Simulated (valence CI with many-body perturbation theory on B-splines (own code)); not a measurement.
**Forbidden lines of Sr14+**

Calculated by relativistic CI+MBPT: six valence electrons over a frozen Dirac-Fock core [Ar], radial functions for each j: 7 s, 7 p, 8 d, 6 f, 4 g, 1 h, with the one-electron correlation potential Σ1, the two-electron term Σ2, the three-electron term Σ3, Breit, model QED; selected CI, second order for the rest, scaled by the run's own slope (own B-spline code, finite nucleus).

No measured spectrum was set against this ion. As an estimate, terms of the open shell hold to 2 to 4 % of their energy, and close levels can change places. Core correlation moves these levels by up to 7000 cm⁻¹, and in measured spectra 5 to 20 % of such shifts remained as error; rates that hang on mixing are uncertain with them. Among the levels kept, up to 680 cm⁻¹ of a level comes from second order outside the variational space, and about a tenth of that is noise between levels of different J, which matters for small intervals. Only levels of the ground parity were solved; by the run's estimate the other parity begins above the list, which can be wrong where configurations are misplaced.

Lines 51 to 100 of 120 in falling wavelength, among levels below 37.315 eV, chosen from the decays that carry over 1 % of a level's rate. Wavelengths and rates use the calculated energies, so an error of 2000 cm⁻¹ moves a line at 2455 Å by 4.9 % and its rate by three times that or more. Electric multipoles are in the length gauge, E1 and E2 with the static RPA response of the core. Weak lines are less certain than strong ones. Lines between different terms over intervals too small for the method are left out, as are lines whose strength nearly cancels. Branching is blank where the lifetime is uncertain.

Names give the largest LS component (configuration and term), which can be under half, so a name can repeat, a term be missing and a line seem to break the LS rules; names also repeat where a configuration has a term twice. Letters in brackets count levels of one name in rising energy.

| λ vac (Å) | Upper | Lower | Type | A (s⁻¹) | Branch % |
| --- | --- | --- | --- | --- | --- |
| 2455 | 3d6 3P_2 [a] | 3d6 5D_1 | M1 | 6.46e+01 | 15.1 |
| 2347 | 3d6 1G_4 [a] | 3d6 3H_5 | M1 | 1.19e+02 | 28.0 |
| 2334 | 3d6 1F_3 | 3d6 3G_4 | M1 | 2.98e+01 | 21.7 |
| 2230 | 3d6 1D_2 [a] | 3d6 3F_2 [a] | M1 | 1.05e+02 | 26.0 |
| 2169 | 3d6 3P_0 [b] | 3d6 3D_1 | M1 | 7.67e+01 |  |
| 2136 | 3d6 3H_4 [a] | 3d6 5D_3 | M1 | 1.69e+01 | 9.8 |
| 2128 | 3d6 1G_4 [a] | 3d6 3H_4 [a] | M1 | 9.05e+00 | 2.1 |
| 2115 | 3d6 1D_2 [a] | 3d6 3F_3 [a] | M1 | 1.38e+02 | 34.2 |
| 2113 | 3d6 3P_2 [a] | 3d6 5D_3 | M1 | 3.62e+02 | 84.6 |
| 1973 | 3d6 3P_1 [b] | 3d6 3D_1 | M1 | 4.29e+01 |  |
| 1855 | 3d6 3P_1 [b] | 3d6 3D_2 | M1 | 6.51e+00 |  |
| 1845 | 3d6 3F_2 [a] | 3d6 5D_1 | M1 | 2.25e+01 | 19.6 |
| 1825 | 3d6 3F_3 [a] | 3d6 5D_2 | M1 | 3.37e+01 | 14.8 |
| 1816 | 3d6 3H_4 [a] | 3d6 5D_4 | M1 | 1.57e+02 | 90.2 |
| 1789 | 3d6 1F_3 | 3d6 3F_2 [a] | M1 | 6.31e+00 | 4.6 |
| 1778 | 3d6 3F_4 | 3d6 3D_3 | M1 | 5.11e+01 |  |
| 1747 | 3d6 3F_2 [a] | 3d6 5D_2 | M1 | 6.81e+01 | 59.3 |
| 1726 | 3d6 3H_6 | 3d6 5D_4 | E2 | 2.26e-04 | 100.0 |
| 1715 | 3d6 1D_2 [a] | 3d6 3P_2 [a] | M1 | 4.59e+01 | 11.4 |
| 1714 | 3d6 3F_3 [a] | 3d6 5D_3 | M1 | 1.28e+02 | 56.1 |
| 1714 | 3d6 1F_3 | 3d6 3F_3 [a] | M1 | 2.90e+00 | 2.1 |
| 1681 | 3d6 3H_5 | 3d6 5D_4 | M1 | 2.11e+00 | 64.4 |
| 1651 | 3d6 3H_4 [b] | 3d6 5D_3 | M1 | 2.20e+01 | 9.5 |
| 1645 | 3d6 3F_2 [a] | 3d6 5D_3 | M1 | 2.28e+01 | 19.9 |
| 1630 | 3d6 3P_1 [a] | 3d6 5D_0 | M1 | 1.21e+02 | 19.4 |
| 1605 | 3d6 3P_0 [a] | 3d6 5D_1 | M1 | 4.82e+02 | 100.0 |
| 1575 | 3d6 3P_0 [b] | 3d6 3P_1 [a] | M1 | 3.17e+02 |  |
| 1531 | 3d6 3P_1 [a] | 3d6 5D_2 | M1 | 2.46e+02 | 39.4 |
| 1501 | 3d6 3F_3 [a] | 3d6 5D_4 | M1 | 4.36e+01 | 19.2 |
| 1470 | 3d6 3P_1 [b] | 3d6 3P_0 [a] | M1 | 1.43e+01 |  |
| 1469 | 3d6 3P_1 [b] | 3d6 3P_1 [a] | M1 | 9.26e+00 |  |
| 1456 | 3d6 3F_4 | 3d6 3G_4 | M1 | 2.79e+01 |  |
| 1453 | 3d6 3H_4 [b] | 3d6 5D_4 | M1 | 1.50e+02 | 65.0 |
| 1442 | 3d6 1F_3 | 3d6 3P_2 [a] | M1 | 5.29e+00 | 3.9 |
| 1431 | 3d6 1F_3 | 3d6 3H_4 [a] | M1 | 3.81e+01 | 27.8 |
| 1371 | 3d6 3G_3 | 3d6 5D_2 | M1 | 9.14e+00 | 7.1 |
| 1362 | 3d6 3F_4 | 3d6 3G_5 | M1 | 1.25e+02 |  |
| 1354 | 3d6 3G_4 | 3d6 5D_3 | M1 | 7.71e+00 | 10.8 |
| 1308 | 3d6 3D_2 | 3d6 5D_1 | M1 | 1.88e+01 | 11.4 |
| 1307 | 3d6 3G_3 | 3d6 5D_3 | M1 | 2.89e+01 | 22.4 |
| 1293 | 3d6 3G_5 | 3d6 5D_4 | M1 | 3.31e+00 | 3.9 |
| 1270 | 3d6 3D_1 | 3d6 5D_0 | M1 | 3.95e+01 | 16.5 |
| 1258 | 3d6 3D_2 | 3d6 5D_2 | M1 | 7.69e+01 | 46.7 |
| 1255 | 3d6 3D_1 | 3d6 5D_1 | M1 | 1.15e+02 | 48.2 |
| 1220 | 3d6 3F_4 | 3d6 3H_4 [b] | M1 | 4.06e+01 |  |
| 1218 | 3d6 3G_4 | 3d6 5D_4 | M1 | 2.71e+01 | 37.9 |
| 1209 | 3d6 3D_3 | 3d6 5D_2 | M1 | 1.06e+01 | 3.4 |
| 1209 | 3d6 3D_1 | 3d6 5D_2 | M1 | 5.37e+01 | 22.4 |
| 1204 | 3d6 3D_2 | 3d6 5D_3 | M1 | 2.61e+00 | 1.6 |
| 1188 | 3d6 3F_4 | 3d6 3F_3 [a] | M1 | 2.43e+01 |  |
